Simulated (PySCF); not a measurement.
# Do core-level shifts follow atomic charges?

C5H11BO3.
Z-matrix (Å and degrees, PBE0-D3(BJ)/def2-SVP geometry), rows numbered from 1:
```
C 
C   1  1.3335
O   2  1.3555  1  128.63
B   3  1.3776  2  129.64  1     1.10
O   4  1.3629  3  117.27  2  -179.39
O   4  1.3520  3  121.82  2     0.56
C   6  1.4241  4  121.74  3   178.02
C   7  1.5147  6  107.37  4   153.69
C   7  1.5174  6  109.58  4   -83.28
H   1  1.0892  2  122.67  3    -0.17
H   1  1.0911  2  118.03  3   179.88
H   2  1.0950  1  121.04  3  -179.87
H   5  0.9620  4  111.02  3     1.05
H   7  1.1039  6  108.55  4    35.50
H   8  1.1012  7  110.37  6    61.96
H   8  1.1000  7  110.76  6  -178.01
H   8  1.0996  7  110.56  6   -57.69
H   9  1.1012  7  110.20  6   -58.80
H   9  1.0996  7  110.56  6    61.35
H   9  1.1004  7  110.77  6  -178.81
```

Binding energies: PySCF 2.14.0, delta-SCF UKS SCAN, pcX-2 on the ionised atom, pcseg-1 elsewhere, spin-free X2C. Charges: PBE0/pcSseg-1 ground-state density, for the ionised atom.

```csv
atom,environment,C 1s (eV),Mulliken (e),IAO (e),Hirshfeld (e),ESP (e)
C1,terminal =CH2 carbon,289.74,-0.262,-0.389,-0.143,-0.682
C8,methyl carbon,290.62,-0.227,-0.413,-0.121,-0.613
C2,vinylic carbon bearing oxygen,292.04,+0.097,+0.064,+0.027,+0.229
C7,sp3 carbon bound to oxygen,292.17,-0.047,+0.111,+0.058,+0.544
```

**Question.** Give the correlation coefficient and slope of binding energy on charge for each scheme.

**Answer.** Hirshfeld: r = 0.97, slope 11.1 eV per e; ESP: r = 0.95, slope 1.8 eV per e; IAO: r = 0.94, slope 3.9 eV per e; Mulliken: r = 0.90, slope 6.3 eV per e. On 4 points no scheme stands out.

**Question.** The point-charge model writes a binding energy as kq + V + constant, with V the potential of the other atoms' charges at the site. What does it give with the ESP charges?

**Answer.** V = Σ 14.40 eV Å × q/r over all other atoms: +8.12 eV at C1, +8.37 eV at C8, -5.68 eV at C2, -8.20 eV at C7. Fitting binding energy − V to q gives k = 16.2 eV per e and leaves an rms residual of 0.91 eV, against 0.31 eV for the fit on q alone. The model has no term for differences in relaxation between sites.

Geometry: PBE0-D3(BJ)/def2-SVP, one conformer, isolated molecule.
